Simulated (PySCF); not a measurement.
# Correlation energy of Si (silicon, neutral)

[Ne] 3s2 3p1 4s1, high-spin 3P determinant (an excited configuration). Computed with PySCF 2.14 in dyall-av3z (19s12p3d2f, 84 functions), with scalar relativity by spin-free X2C-1e. Frozen: [Ne]; 4 electrons correlated; the 23 highest virtual orbitals of each spin left out.

```tsv
level	correlation energy (mhartree)
CCSD	-67.25
(T)	-2.01
CCSD(T)	-69.26
```

Diagnostics: T1 = 0.022, D1 = 0.0562, largest double amplitude 0.096.

Question: Is a single reference adequate?

Answer: Mostly. T1 lies below 0.03, but a double amplitude of this size points to a near-degeneracy that CCSD handles and MP2 describes poorly.
